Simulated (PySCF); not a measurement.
**Heteronuclear NMR**

Bonds (- single, = double, # triple, : aromatic): N1-B2 1.632 Å, B2-B3 1.709 Å, B3-O4 1.385 Å, B3-O5 1.372 Å. N1 carries H6, H7, H8; B2 carries H9, H10; O4 carries H11; O5 carries H12. Formal charges: N1 +1, B2 -1.

PySCF 2.14 calculation with J couplings at B3LYP/pcJ-1 (spin–dipole term only in couplings to heteroatoms), shieldings: GIAO PBE0/pcSseg-1 and geometry from PBE0-D3(BJ)/def2-SVP; one averaged value for each set of equivalent atoms, one conformer, in vacuum, non-relativistic.

(1) What are the 15N shifts?

(2) Where does 17O resonate?

Results:

(1) 
| atoms | environment | σ (ppm) | δ (ppm) |
| --- | --- | --- | --- |
| N1 | donor nitrogen of a Lewis adduct | 227.6 | -358.8 |

Shieldings were converted by a linear fit to measured shifts: 15N: δ = -150.45 − 0.916σ (rms 7.2 ppm, 79 shifts vs CH3NO2, solution or neat liquid). A few per cent of atoms miss by over 2 rms, more outside the fitted compound classes.

Couplings (the largest are listed; each averaged over equivalent pairs): 1J(N1,B2) = -2.8 Hz, 2J(N1,H9) = -1.9 Hz. Signs are for 15N, whose magnetogyric ratio is negative.

On a 400 MHz spectrometer 15N resonates near 40.5 MHz, so 1 ppm is 40.5 Hz.

(2) 
| atoms | environment | σ (ppm) | δ (ppm) |
| --- | --- | --- | --- |
| O4/O5 | oxygen bonded to B, H | 198.9 | 86.7 |

Shieldings were converted by a linear fit to measured shifts: 17O: δ = 264.06 − 0.892σ (rms 13.4 ppm, 147 shifts, 14.2 ppm with the 1 outlier that the fit left out vs liquid water, solution or neat liquid). Occasional misses reach two or three times the rms, and more in compound classes unlike the fitted ones.

Couplings (the largest are listed; each averaged over equivalent pairs; quadrupolar broadening usually hides them): 1J(B3,O4) = 2.4 Hz, 2J(B2,O4) = -7.1 Hz.

On a 400 MHz spectrometer 17O resonates near 54.2 MHz, so 1 ppm is 54.2 Hz.
